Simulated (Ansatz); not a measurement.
Calculated with Ansatz (gas phase, PBE0-D4/def2-TZVP geometries, no zero-point term in ΔE). CCSD(T)/CBS is the MP2 limit (def2-TZVPP, def2-QZVPP) plus CCSD(T) − MP2 in def2-TZVPP, frozen cores. This one scheme is used for every species. DFT in def2-TZVPP. B3LYP here is the variant with VWN-RPA as its local correlation; programs differ in this. For Se outer-core shells are correlated without core-valence functions, which leaves a few kJ/mol of doubt a bond. Scalar relativity is left out up to krypton. Each species was taken in one conformer, which may not be the lowest.

Reaction (formal exchange of groups at the Se–B bond): `B[SeH]` + `[SiH3]P` → `P[SiH2][SeH]` + BH₃

`B[SeH]`:

```xyz
5

B    -0.027    0.559    0.306
Se   -0.520   -0.661   -1.063
H     0.770    0.259    1.136
H    -0.563    1.621    0.270
H     0.340   -1.779   -0.650
```

`[SiH3]P`:

Z-matrix (Å, degrees):
```
Si
P 1 2.255
H 1 1.487 2 113.9
H 1 1.486 2 108.0 3 -121.2
H 1 1.486 2 108.0 3 121.2
H 2 1.421 1 93.8 3 -46.7
H 2 1.421 1 93.8 3 47.0
```

`P[SiH2][SeH]`:

Z-matrix (Å, degrees):
```
Si
Se 1 2.282
P 1 2.247 2 109.8
H 1 1.485 2 110.7 3 -119.8
H 1 1.485 2 110.7 3 119.8
H 2 1.470 1 93.9 3 179.8
H 3 1.421 1 93.5 2 46.9
H 3 1.421 1 93.5 2 -47.0
```

BH₃:

```xyz
4

B     0.000    0.000    0.000
H     1.110    0.438    0.015
H    -0.467   -0.406   -1.020
H    -0.643   -0.031    1.005
```

| species | B3LYP energy (Eh) |
| --- | --- |
| `B[SeH]` | -2428.26248 |
| `[SiH3]P` | -633.91013 |
| `P[SiH2][SeH]` | -3035.53175 |
| BH₃ | -26.62450 |

Work out ΔE.

ΔE = (-3035.53175) + (-26.62450) − (-2428.26248) − (-633.91013) = 0.01636 Eh = +43.0 kJ/mol. CCSD(T)/CBS gives +35.5 kJ/mol.

Largest T1 diagnostic among the species: 0.013.

From PBE to PBE0 (25 % exact exchange), in def2-TZVPP and without D4, ΔE moves by −6.7 kJ/mol. The D4 term adds −6.7 kJ/mol with B3LYP and −3.7 kJ/mol with PBE0; it sums over pairs of atoms, weighted by their polarisabilities, and B3LYP, whose exchange is more repulsive, gets the larger term.
